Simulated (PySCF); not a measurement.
Species: C8H7NO.
SMILES with atom numbers: `[OH:1][c:2]1[cH:3][cH:4][cH:5][c:6]2[cH:7][cH:8][nH:9][c:10]12` (hydrogens: H11 on O1; H12 on C3; H13 on C4; H14 on C5; H15 on C7; H16 on C8; H17 on N9)

Structure used (PBE0-D3(BJ)/def2-SVP), in Å, numbered top down from 1:
```
atom  x, y, z in Å
O1    -0.7861    2.3529   -0.3655
C2    -0.7818    1.0076   -0.2039
C3    -1.9116    0.2219   -0.0291
C4    -1.8026   -1.1762    0.1317
C5    -0.5770   -1.8185    0.1222
C6     0.5861   -1.0420   -0.0539
C7     1.9905   -1.3254   -0.1193
C8     2.6348   -0.1274   -0.3096
N9     1.7147    0.8871   -0.3659
C10    0.4607    0.3589   -0.2137
H11   -1.6951    2.6694   -0.3401
H12   -2.8975    0.6968   -0.0167
H13   -2.7180   -1.7572    0.2664
H14   -0.5110   -2.9011    0.2480
H15    2.4658   -2.3001   -0.0357
H16    3.6982    0.0817   -0.4110
H17    1.9094    1.8683   -0.4989
```

Linear response at CAM-B3LYP/def2-SVPD (PySCF, frozen core in the response, non-relativistic).

Static isotropic polarisability: 103.50 au (15.34 Å³), principal values 58.0, 114.6, 137.9 au.

Question: What is the polarisability at 1064 nm and at the sodium D line?

Answer: 104.97 au at 1064 nm (+1.4 %), 108.66 au at 589.3 nm (+5.0 %). The rise at 589.3 nm is 3.50 times that at 1064 nm; a pure ω² law gives 3.26. The lowest singlet lies at 250 nm, shorter than both wavelengths.

Question: What is the isotropic C6 coefficient between two such molecules, C6 = (3/π)∫α(iω)² dω?

Answer: 3916 au (Eh·bohr⁶) by a ten-point quadrature over imaginary frequencies, which is 2340 eV·Å⁶ or 226 J·nm⁶/mol.

Question: Which effective excitation energy ω̄ makes London's formula C6 = (3/4)α²ω̄ exact here?

Answer: ω̄ = 4·C6/(3α²) = 0.487 Eh = 13.3 eV. A one-pole form α(ω) = α/(1 − ω²/ω̄²) fitted to the 1064 nm value gives 9.8 eV.

Question: How many electrons N does the Slater–Kirkwood formula C6 = (3/4)·√N·α^(3/2) need to give this C6?

Answer: N = (4·C6/3)²/α³ = 24.6; the species has 70 electrons in all.

Question: What n − 1 at the D line would an ideal gas of it have at 273.15 K and 1 atm (2.6868 × 10¹⁹ cm⁻³), by n − 1 = 2π·N·α′?

Answer: 27.18 × 10⁻⁴, a formal value whether or not that pressure can be reached.

Question: What molar refraction at the D line follows from R = (4π/3)·N_A·α′, with α′ the polarisability volume?

Answer: α′ = 16.10 Å³ gives R = 40.62 cm³/mol, for isolated, non-vibrating species.

Question: The lowest 6 singlets have (eV, f): 4.96, 0.063; 5.17, 0.064; 5.36, 0.000; 6.00, 0.001; 6.17, 0.005; 6.25, 0.001. What share of the static polarisability do they carry in the sum over states α = Σ f/ω²?

Answer: 3.79 au, 3.7 % of α; the largest term, 1.88 au, is that of the state at 4.96 eV. Their oscillator strengths add up to 0.13. Higher states carry the rest.

One conformer stands for the species.
